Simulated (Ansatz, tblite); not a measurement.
Cost and result up the ladder for 1-ethyl-3-methylimidazolium trifluoroacetate (C₈H₁₁F₃N₂O₂) (26 atoms). Total charge 0; singlet. Geometry: PBE0-D4/def2-SVP.

```
atom   x (Å)   y (Å)   z (Å)
  C1   0.015  -3.305   0.358
  C2  -0.428  -2.059   1.098
  N3   0.599  -1.021   1.109
  C4   1.747  -0.984   1.868
  C5   2.403   0.160   1.522
  N6   1.639   0.787   0.562
  C7   1.929   2.050  -0.100
  C8   0.551   0.055   0.321
  H9  -0.793  -4.051   0.372
 H10   0.905  -3.761   0.817
 H11   0.243  -3.073  -0.693
 H12  -1.309  -1.607   0.618
 H13  -0.690  -2.281   2.144
 H14   1.999  -1.755   2.590
 H15   3.338   0.579   1.884
 H16   1.022   2.345  -0.660
 H17   2.783   1.928  -0.780
 H18   2.166   2.810   0.657
 H19  -0.321   0.266  -0.390
 O20  -0.847   2.440  -1.369
 C21  -1.729   1.587  -1.501
 O22  -1.717   0.378  -1.166
 C23  -3.057   2.032  -2.162
 F24  -3.330   1.285  -3.239
 F25  -4.080   1.889  -1.308
 F26  -3.038   3.304  -2.552
```

Ansatz on 4 threads of Arm Neoverse V2 on a shared host; xTB runs through tblite on one thread. Times are rough, summed over both states, and most runs start from the orbitals of an earlier one. PBE0-D4/def2-SVP serves as the yardstick here, not as an exact answer. The other state is a doublet.

The xTB rows come from tblite. HOMO above LUMO, or a gap near zero within one spin, warns that the state may not be the lowest or that an electron is smeared out.

Raw xTB energies of ions are shifted by several eV.

```json
{"level": "GFN2-xTB", "functions": "71", "wall time": "0.03 s", "vertical IE (eV)": "13.24", "difference from PBE0-D4/def2-SVP (eV)": "4.65", "remarks": "–"}
{"level": "GFN1-xTB", "functions": "82", "wall time": "0.067 s", "vertical IE (eV)": "14.10", "difference from PBE0-D4/def2-SVP (eV)": "5.50", "remarks": "–"}
{"level": "PBE-D4/def2-SVP", "functions": "265", "wall time": "17 s", "vertical IE (eV)": "7.94", "difference from PBE0-D4/def2-SVP (eV)": "-0.65", "remarks": "gap within one spin near zero (+1 doublet)"}
{"level": "PBE0-D4/def2-SVP", "functions": "265", "wall time": "44 s", "vertical IE (eV)": "8.59", "difference from PBE0-D4/def2-SVP (eV)": "0.00", "remarks": "–"}
```
